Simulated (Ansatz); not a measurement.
The cluster Ti2O4⁺. Total charge 1; doublet. Geometry r2SCAN-D4/def2-SVP; atoms count from 1.

```xyz
6

Ti   -1.0784    0.9031   -0.0482
Ti    1.0256   -0.8096    0.0074
O     0.5748    0.6365    0.8585
O    -0.8310    2.0806   -1.0672
O    -0.4479   -0.6746   -0.9050
O     0.7569   -2.1361    1.1545
```

No other spin state of charge 1 was run. The structure comes from a short search, and lower isomers may exist.

Question: Estimate the Mulliken populations from the PBE0/def2-TZVP orbitals of Ansatz.

Answer: 
```tsv
atom	charge (e)	spin (α − β)	d electrons
Ti1	1.43	-0.01	2.22
Ti2	1.50	-0.12	2.15
O3	-0.62	0.08	–
O4	-0.40	0.01	–
O5	-0.62	0.08	–
O6	-0.29	0.97	–
```
Mulliken values and Mayer orders depend strongly on the basis.

Question: Where does the spin sit?

Answer: Summed by element: Ti -0.14, O 1.14, of 1 unpaired in all. Largest on single atoms: O6 0.97, Ti2 -0.12, O3 0.08.

Question: And the Mayer bond orders between bonded heavy atoms (over 0.3)?

Answer: Ti1–O3 0.74 (1.90 Å); Ti1–O4 2.30 (1.58 Å); Ti1–O5 0.74 (1.90 Å); Ti2–O3 1.30 (1.74 Å); Ti2–O5 1.29 (1.74 Å); Ti2–O6 1.20 (1.77 Å).
